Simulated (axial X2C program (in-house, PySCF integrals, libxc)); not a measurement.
## Ionising the radicals of a process plasma

Computed with an in-house all-electron X2C program for linear molecules (integrals from PySCF), spin-free (one-electron X2C) or two-component (2c: spin–orbit coupling with atomic mean-field Coulomb and Gaunt terms, which also bring small scalar terms), in Dyall basis sets with cores contracted in-house; open shells are unrestricted.

Level PBE0, spin-free. Basis sets: Al dyall-v3z, As dyall-cv3z, Br dyall-cv3z, C dyall-v3z, Cl dyall-av3z, F dyall-av3z, Ru dyall-cv3z, Sb dyall-cv3z, Se dyall-cv3z, Sn dyall-cv3z, Te dyall-cv3z, Ti dyall-cv3z.

```
species             state         ion state  adiabatic IE with zero-point terms (eV)  D0 (eV)  D0 of the ion (eV)
    TiF  M_S = 3/2, Λ = 0    M_S = 1, Λ = 0                                     6.97      n/a                 n/a
   RuSe    M_S = 2, Λ = 2  M_S = 5/2, Λ = 0                                     7.83      n/a                 n/a
   SnTe    M_S = 0, Λ = 0  M_S = 1/2, Λ = 1                                     8.44     4.00                2.87
   SbBr    M_S = 1, Λ = 0  M_S = 1/2, Λ = 1                                     8.46     2.81                3.39
   SnSe    M_S = 0, Λ = 0  M_S = 1/2, Λ = 1                                     8.87     4.54                2.99
    CCl  M_S = 1/2, Λ = 1    M_S = 0, Λ = 0                                     9.01     4.20                6.71
   AlCl    M_S = 0, Λ = 0  M_S = 1/2, Λ = 0                                     9.14     5.07                2.02
     CF  M_S = 1/2, Λ = 1    M_S = 0, Λ = 0                                     9.31     5.66                7.86
    AsC  M_S = 1/2, Λ = 0    M_S = 1, Λ = 1                                    10.23     4.29                4.00
```

(1) Which of these can a metastable argon atom (³P2, 11.55 eV, NIST) ionise on energy grounds?

(2) Which of these can a metastable xenon atom (³P2, 8.32 eV, NIST) ionise on energy grounds?

(3) Give the threshold for dissociative ionisation to the lowest fragments, IE + D0(ion).

Each entry is the lowest single determinant of a limited PBE0 search at one distance. De goes to single-determinant-based atoms at the same level (for ions the charge split of lowest energy) and is withheld (n/a) where an atom does not fit its ground term or J level. Main or longest-lived isotopes. One determinant is a doubtful description, or other states lie close, for TiF, TiF⁺, RuSe, RuSe⁺, SbBr, SnSe⁺, AsC, AsC⁺; these need not be ground states, and all values refer to the states named. The functionals have no current term, which raises determinants with orbital currents. These values were not checked against measured ones; errors of some tenths of an eV are usual, and D0 of doubtful transition-metal species is not given. Spin-free thresholds lack the spin–orbit lowering of heavy atomic ions, up to half an eV for Sn⁺ or Sb⁺.

Results:

(1) At PBE0, spin-free, IE lies below 11.55 eV for TiF, RuSe, SnTe, SbBr, SnSe, CCl, AlCl, CF, AsC.

(2) At PBE0, spin-free, IE lies below 8.32 eV for TiF, RuSe. Within the error of the method (some tenths of an eV) the answer is open for SnTe, SbBr.

(3) At PBE0, spin-free: SnTe → Te + Sn+: 11.31 eV; SbBr → Sb+ + Br: 11.85 eV; SnSe → Sn+ + Se: 11.86 eV; CCl → Cl + C+: 15.72 eV; AlCl → Cl + Al+: 11.16 eV; CF → F + C+: 17.17 eV; AsC → As+ + C: 14.23 eV.
